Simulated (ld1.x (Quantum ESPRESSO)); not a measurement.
Which change was made? (Ti, PAW)

| Property | Result |
| --- | --- |
| Element | titanium (Ti) |
| Generator | ld1.x (Quantum ESPRESSO) 7.5 |
| Type | PAW |
| Functional | LDA (PZ) |
| Relativity | scalar-relativistic |
| Frozen core | [Ne] |
| Valence charge | 12 |
| Reference configuration | 3s2 3p6 3d2 4s2 4p0 |
| Partial waves | 3s (bound): rcut 1.55, rcutus 1.70 bohr; 4s (bound): rcut 1.55, rcutus 1.70 bohr; 3p (bound): rcut 1.60, rcutus 1.80 bohr; 4p (bound, empty): rcut 1.60, rcutus 1.80 bohr; 3d (bound): rcut 1.30, rcutus 1.75 bohr; 3d channel at 2.05 Ry: rcut 1.30, rcutus 1.75 bohr |
| Local potential | all-electron potential smoothed inside 1.30 bohr (lloc = -1) |
| Core correction | a·sin(br)/r model core, default radius (core density twice the valence density) |
| Augmentation charge | BESSEL, radius 1.40 bohr |

Cutoffs, loose and tight: the cutoffs (Ry, on a coarse ladder) from which the occupation-weighted sum of valence levels, in a spherical-Bessel basis at the reference potential, stays within 10 and 1 mRy of its value at 400 Ry. They do not see the model core or the augmentation charge, which bear on the density cutoff. Test errors are all-electron minus pseudo excitation energies from the reference, over the configurations 3s2 3p6 3d2 4s1 4p0; 3s2 3p6 3d2 4s0 4p0; 3s2 3p6 3d1 4s0 4p0; 3s2 3p6 3d2.5 4s1.5 4p0; 3s2 3p6 3d1 4s2 4p1; 3s2 3p6 3d3 4s1 4p0; 3s2 3p6 3d2 4s0 4p1 (two spin-polarised tests are not counted in the largest error); variants that change the core or the reference have their own tests. The largest error is taken over the tests solved by every variant that gives reliable tests at all, those not shown here included: 3s2 3p6 3d1 4s0 4p0; 3s2 3p6 3d2 4s0 4p0; 3s2 3p6 3d2 4s1 4p0; 3s2 3p6 3d2.5 4s1.5 4p0.

The base gives: outcome: generated, overlap not positive; bound ghosts: not determined (overlap not positive); largest test error (meV): +26.

Problem. After one change the result is: outcome: generated, overlap not positive; bound ghosts: not determined (overlap not positive); largest test error (meV): +5.1. Which change was it?
A. all radii but the core radius scaled by about 0.84 (s 1.42, p 1.52, d 1.48 bohr, rcut 1.30/1.34/1.10); local potential all-electron potential smoothed inside 1.10 bohr (lloc = -1); augmentation BESSEL, radius 1.18 bohr
B. all radii but the core radius scaled by about 0.93 (s 1.58, p 1.66, d 1.62 bohr, rcut 1.44/1.48/1.20); local potential all-electron potential smoothed inside 1.20 bohr (lloc = -1); augmentation BESSEL, radius 1.30 bohr
C. all radii but the core radius scaled by about 1.10 (s 1.86, p 1.98, d 1.92 bohr, rcut 1.70/1.76/1.42); local potential all-electron potential smoothed inside 1.42 bohr (lloc = -1); augmentation BESSEL, radius 1.54 bohr

Solution. B. The others give: all radii but the core radius scaled by about 0.84 (s 1.42, p 1.52, d 1.48 bohr, rcut 1.30/1.34/1.10); local potential all-electron potential smoothed inside 1.10 bohr (lloc = -1); augmentation BESSEL, radius 1.18 bohr → outcome: generated, overlap not positive; bound ghosts: not determined (overlap not positive); largest test error (meV): -3.8 | all radii but the core radius scaled by about 1.10 (s 1.86, p 1.98, d 1.92 bohr, rcut 1.70/1.76/1.42); local potential all-electron potential smoothed inside 1.42 bohr (lloc = -1); augmentation BESSEL, radius 1.54 bohr → outcome: generated, overlap not positive; bound ghosts: not determined (overlap not positive); largest test error (meV): -59. A file whose overlap is not positive is unfit for use, and its test errors describe a broken file.
